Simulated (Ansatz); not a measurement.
Reaction (ligand exchange at a B–Te bond): `OB(O)[Te][SiH3]` + `OB(O)O` → `OB(O)OB(O)O` + `[SiH3][TeH]`

Gas-phase electronic energies from Ansatz, PBE0-D4/def2-TZVP geometries. CCSD(T)/CBS is the MP2 limit (def2-TZVPP, def2-QZVPP) plus CCSD(T) − MP2 in def2-TZVPP, frozen cores. This one scheme is used for every species. def2 core potentials past Kr. For Te outer-core shells are correlated without core-valence functions, which leaves a few kJ/mol of doubt a bond. Each species was taken in one conformer, which may not be the lowest.

```
          species  HF/def2-QZVPP energy (Eh)
`OB(O)[Te][SiH3]`                 -733.50884
         `OB(O)O`                 -251.32587
    `OB(O)OB(O)O`                 -426.57823
    `[SiH3][TeH]`                 -558.29547
```

**Question.** Work out ΔE.

**Answer.** ΔE = (-426.57823) + (-558.29547) − (-733.50884) − (-251.32587) = -0.03899 Eh = -1.06 eV. CCSD(T)/CBS gives -0.74 eV.

Largest T1 diagnostic among the species: 0.012.

From PBE to PBE0 (25 % exact exchange), in def2-TZVPP and without D4, ΔE moves by −0.07 eV. In def2-TZVPP, CCSD(T) changes the Hartree–Fock value by +0.27 eV (the triples alone add +0.05 eV) and MP2 by +0.37 eV.
